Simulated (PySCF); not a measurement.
The numbers are results of PySCF with PBE-D3(BJ)/def2-TZVP // B3LYP-D3(BJ)/def2-TZVP, not measurements. All species are isolated molecules in the gas phase. One relaxed conformer stands for a flexible species; it need not be the lowest. Excitations are Tamm–Dancoff values on a coarser integration grid. The basis has no diffuse functions, so Rydberg states are missing or too high.

Reference species (SMILES): `[H]/N=C\OC` (C–O–C–N torsion 0°) (neutral, multiplicity 1).

| Quantity | Value |
|---|---|
| T1 excitation (TDA) | 5.31 eV |
| S1 excitation (TDA) | 6.34 eV |
| LUMO | -0.55 eV |

Changed species: `C=C(O)N`.

Task: Give the shifts of the T1 excitation (TDA), S1 excitation (TDA) and LUMO.

Result: the T1 excitation (TDA) falls by 0.91 eV, to 4.40 eV; the S1 excitation (TDA) falls by 1.32 eV, to 5.02 eV; the LUMO rises by 0.52 eV, to -0.03 eV.
